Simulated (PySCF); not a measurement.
methyl 2-iodoprop-2-enoate (C4H5IO2), SMILES C=C(I)C(=O)OC.

Coordinates come from a B3LYP-D3(BJ)/def2-SVP optimisation. The def2 effective core potentials stand for the cores of I; spin–orbit coupling is left out. The values are those of a single conformer.

All values below come from M06-2X/def2-TZVP in PySCF.

Computed frontier levels, gap, dipole moment:
The highest occupied level is -8.39 eV. The lowest empty level is -0.83 eV, the orbital gap is 7.56 eV and the dipole moment is 0.63 D. The quadrupole, principal values (traceless, Buckingham form, about the centre of nuclear charge) is -9.60, -4.25, 13.85 D·Å.
